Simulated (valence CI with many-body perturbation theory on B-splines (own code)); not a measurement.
Level structure of Mo XXXVII

Method: configuration interaction combined with many-body perturbation theory (CI+MBPT): four valence electrons over a frozen Dirac-Fock core [He], a basis of 11 s, 11 p, 10 d, 8 f, 5 g, 2 h functions for each j, with the one-electron correlation potential Σ1 (screened to all orders), the two-electron term Σ2, the three-electron term Σ3, Breit, model QED; selected single and double excitations, second order for the rest, scaled by the run's own slope (own B-spline code, finite nucleus).

The last digits are not significant, and no measured levels were compared; by estimate large intervals hold to a few tenths of a per cent, small ones and those within an open d or f shell to about a per cent. Among the levels kept, up to 970 cm⁻¹ of a level comes from second order outside the variational space, and about a tenth of that is noise between levels of different J, which matters for small intervals.

Levels 46 to 90 of 200, with energies above the lowest level, (2s^2 2p1/2^2) J=0. "Leading %" is the weight of the configuration and term that name the level; weights of strongly mixed levels are sums over their largest components and can fall short. In the jj column 3d3/2^4 stands for four electrons in 3d with j = 3/2. Lifetimes count E1, E2, E3, M1 and M2 decay at the calculated energies, and are blank where another channel may lead or the interval is too uncertain; long ones can be off by a factor of two.

```tsv
No.	Configuration	Term	J	E (× 10³ cm⁻¹)	Leading %	g	Leading jj	Lifetime
46	2s²2p3p	¹S	0	24834	71		2s^2 2p3/2 3p3/2 (95 %)	453 fs
47	2s2p²3s	⁵P	3	24850	55	1.509	2s 2p1/2 2p3/2 3s (86 %)	39.1 fs
48	2s2p²3d	⁵F	1	24903	55	0.368	2s 2p1/2^2 3d3/2 (90 %)	73.5 fs
49	2s2p²3d	⁵F	2	24927	34	1.204	2s 2p1/2^2 3d3/2 (78 %)	36.7 fs
50	2s2p²3s	³P	2	24969	48	1.301	2s 2p1/2 2p3/2 3s (90 %)	43.9 fs
51	2s²2p3d	¹D°	2	24980	40	0.995	2s^2 2p3/2 3d3/2 (82 %)	7.88 fs
52	2s2p²3p	⁵P°	1	24997	39	1.888	2s 2p1/2 2p3/2 3p1/2 (95 %)	39.8 fs
53	2s²2p3d	³F°	3	25017	43	1.165	2s^2 2p3/2 3d3/2 (77 %)	6.91 fs
54	2s²2p3d	³F°	4	25019	97	1.244	2s^2 2p3/2 3d5/2 (97 %)	154 ps
55	2s2p²3d	⁵D	3	25034	27	1.395	2s 2p1/2^2 3d5/2 (87 %)	10.9 fs
56	2s²2p3d	³P°	1	25045	62	1.183	2s^2 2p3/2 3d3/2 (93 %)	6.76 fs
57	2s²2p3d	³P°	0	25050	98		2s^2 2p3/2 3d3/2 (98 %)	7.80 fs
58	2s2p²3p	⁵D°	2	25055	44	1.399	2s 2p1/2 2p3/2 3p1/2 (86 %)	48.5 fs
59	2s²2p3d	³P°	2	25086	48	1.311	2s^2 2p3/2 3d5/2 (76 %)	8.09 fs
60	2s2p²3d	³F	2	25132	36	0.990	2s 2p1/2^2 3d5/2 (74 %)	9.08 fs
61	2s²2p3d	¹F°	3	25166	52	1.143	2s^2 2p3/2 3d5/2 (76 %)	4.23 fs
62	2s2p²3s	³D	1	25185	73	0.672	2s 2p1/2 2p3/2 3s (95 %)	42.8 fs
63	2s²2p3d	¹P°	1	25200	68	1.022	2s^2 2p3/2 3d5/2 (95 %)	6.13 fs
64	2s2p²3p	⁵D°	3	25205	33	1.300	2s 2p1/2 2p3/2 3p1/2 (79 %)	45.6 fs
65	2s2p²3s	³D	2	25223	36	1.176	2s 2p1/2 2p3/2 3s (90 %)	87.9 fs
66	2s2p²3s	³P	0	25244	90		2s 2p1/2 2p3/2 3s (88 %)	40.5 fs
67	2s2p²3s	³P	1	25245	55	1.554	2s 2p1/2 2p3/2 3s (88 %)	57.5 fs
68	2s2p²3p	⁵D°	3	25280	42	1.520	2s 2p1/2 2p3/2 3p3/2 (94 %)	134 fs
69	2s2p²3p	⁵P°	1	25317	33	1.663	2s 2p1/2 2p3/2 3p3/2 (96 %)	29.2 fs
70	2s2p²3p	⁵S°	2	25326	34	1.613	2s 2p1/2 2p3/2 3p1/2 (90 %)	61.3 fs
71	2s2p²3p	³D°	2	25378	50	1.430	2s 2p1/2 2p3/2 3p3/2 (93 %)	27.4 fs
72	2s2p²3p	³P°	0	25428	68		2s 2p1/2 2p3/2 3p3/2 (91 %)	28.6 fs
73	2s2p²3p	⁵D°	4	25459	58	1.387	2s 2p1/2 2p3/2 3p3/2 (93 %)	12.1 ps
74	2s2p²3p	¹D°	2	25506	40	1.046	2s 2p1/2 2p3/2 3p1/2 (64 %)	25.6 fs
75	2s2p²3p	³P°	2	25517	47	1.254	2s 2p1/2 2p3/2 3p3/2 (63 %)	71.5 fs
76	2s2p²3p	³D°	1	25519	67	0.860	2s 2p1/2 2p3/2 3p1/2 (71 %)	87.5 fs
77	2s2p²3p	³P°	0	25553	69		2s 2p1/2 2p3/2 3p1/2 (84 %)	24.2 fs
78	2s2p²3p	¹P°	1	25570	42	1.255	2s 2p1/2 2p3/2 3p3/2 (71 %)	13.9 fs
79	2s2p²3p	³D°	3	25574	44	1.326	2s 2p1/2 2p3/2 3p3/2 (90 %)	28.5 fs
80	2s2p²3d	⁵F	2	25625	44	1.219	2s 2p1/2 2p3/2 3d3/2 (96 %)	21.8 fs
81	2s2p²3d	⁵D	0	25627	88		2s 2p1/2 2p3/2 3d3/2 (98 %)	160 fs
82	2s2p²3d	⁵D	1	25627	58	1.260	2s 2p1/2 2p3/2 3d3/2 (97 %)	33.5 fs
83	2s2p²3d	⁵F	3	25653	61	1.293	2s 2p1/2 2p3/2 3d3/2 (74 %)	16.7 fs
84	2s2p²3d	⁵F	4	25670	56	1.381	2s 2p1/2 2p3/2 3d5/2 (95 %)	282 fs
85	2s2p²3p	³D°	1	25696	38	1.064	2s 2p1/2 2p3/2 3p1/2 (91 %)	54.0 fs
86	2s2p²3s	³D	3	25758	44	1.432	2s 2p3/2^2 3s (71 %)	14.5 fs
87	2s2p²3d	³F	2	25777	28	1.268	2s 2p1/2 2p3/2 3d5/2 (94 %)	11.2 fs
88	2s2p²3d	³F	4	25801	36	1.283	2s 2p1/2 2p3/2 3d3/2 (69 %)	940 fs
89	2s2p²3p	³F°	3	25809	48	1.142	2s 2p1/2 2p3/2 3p3/2 (95 %)	49.8 fs
90	2s2p²3p	³D°	2	25812	35	1.229	2s 2p1/2 2p3/2 3p3/2 (90 %)	50.3 fs
```
